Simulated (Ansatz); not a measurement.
```xyz
13

B    -1.312   -0.884    0.465
C    -0.144   -0.035   -0.146
C     0.601   -0.854   -1.184
F     0.908   -2.107   -0.677
N     0.763    0.524    0.822
C     0.662    1.743    1.112
H    -2.048   -1.443   -0.294
H    -1.514   -0.919    1.640
H    -0.687    0.759   -0.709
H     1.543   -0.375   -1.466
H    -0.024   -0.998   -2.069
H    -0.080    2.414    0.652
H     1.332    2.175    1.854
```

Total charge 0; spin multiplicity 1.

(1) List the PBE0/def2-TZVPP orbital energies in eV (Ansatz). (Best estimate.)

Results:

(1) The calculation gave: Occupied: -673.58, -391.65, -280.37, -279.35, -279.01, -185.02, -33.37, -26.24, -21.64, -18.45, -16.72, -14.73, -14.42, -13.82, -13.42, -12.82, -12.21, -10.92, -10.17, -9.64, -9.55, -8.49, -7.56. Lowest empty: -1.59, -0.46, 1.15, 1.99, 2.24, 2.41, 2.83, 3.14.
